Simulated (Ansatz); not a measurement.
C₂H₉GaSi (`[CH3][Ga]([CH3])[SiH3]`), relaxed with RKS PBE0-D4/def2-TZVP in Ansatz 0.2.0 from a PBE-D4/def2-SVP geometry. The force threshold is 0.005 eV/Å; the program also tests the step.

The species carries charge 0 and has multiplicity 1.

Start:

```xyz
13

C     1.918   -0.624    0.457
Ga    0.127    0.048   -0.084
C    -0.137    0.642   -1.963
Si   -1.729    0.028    1.486
H     2.004   -0.812    1.544
H     2.119   -1.577   -0.078
H     2.715    0.086    0.151
H    -0.031   -0.237   -2.636
H    -1.129    1.098   -2.142
H     0.649    1.367   -2.261
H    -1.295    0.194    2.923
H    -2.444   -1.303    1.404
H    -2.765    1.090    1.199
```

(1) By how much does the energy fall, and how many steps does the optimiser take? (Best estimate.)

(2) Which bonds change most? (An estimate is asked.)

(3) Give the relaxed structure. (Best estimate.)

Results:

(1) Computed: 0.04 eV, in 48 steps, 10 of them rejected.

(2) The calculation gave: Si4–H12 from 1.513 to 1.494 Å; Si4–H13 from 1.511 to 1.491 Å; Si4–H11 from 1.511 to 1.491 Å; C1–H7 from 1.110 to 1.091 Å.

(3) Computed: 
```xyz
13

C     1.929   -0.576    0.475
Ga    0.150    0.051   -0.110
C    -0.121    0.740   -1.941
Si   -1.729   -0.116    1.416
H     2.211   -0.102    1.419
H     1.898   -1.654    0.662
H     2.705   -0.377   -0.266
H    -0.484   -0.076   -2.575
H    -0.873    1.531   -1.973
H     0.809    1.109   -2.378
H    -1.326    0.000    2.847
H    -2.391   -1.446    1.263
H    -2.776    0.916    1.163
```
